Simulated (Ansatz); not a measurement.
Reaction (ligand exchange at the Si–S bond): `F[Si](S)(Cl)Cl` + HCl → `F[Si](Cl)(Cl)Cl` + H₂S

Gas-phase electronic energies from Ansatz, PBE0-D4/def2-TZVP geometries. CCSD(T)/CBS is the MP2 limit (def2-TZVPP, def2-QZVPP) plus CCSD(T) − MP2 in def2-TZVPP, frozen cores. This one scheme is used for every species. Functionals use def2-TZVPP. One conformer a species, not always the lowest.

Is it downhill or uphill in electronic energy at CCSD(T)/CBS, and by how much? (Estimate.)

Computed: Downhill: ΔE = -0.35 eV.

What do these levels give: PBE0-D4, CAM-B3LYP-D4, ωB97X-V, PBE, r2SCANh, MP2/def2-QZVPP? (Best estimate.)

Ansatz gave: PBE0-D4 -0.32, CAM-B3LYP-D4 -0.37, ωB97X-V -0.36, PBE -0.32, r2SCANh -0.36, MP2/def2-QZVPP -0.36 eV.

Largest T1 diagnostic among the species: 0.010.

Leaving LDA and LC-ωPBE aside and taking each functional with its dispersion term where it has one, the values, not all of them listed here, spread over 0.09 eV, from BHLYP-D4 to revPBE-D4. In def2-TZVPP, CCSD(T) changes the Hartree–Fock value by +0.10 eV (the triples alone add +0.02 eV) and MP2 by +0.10 eV.
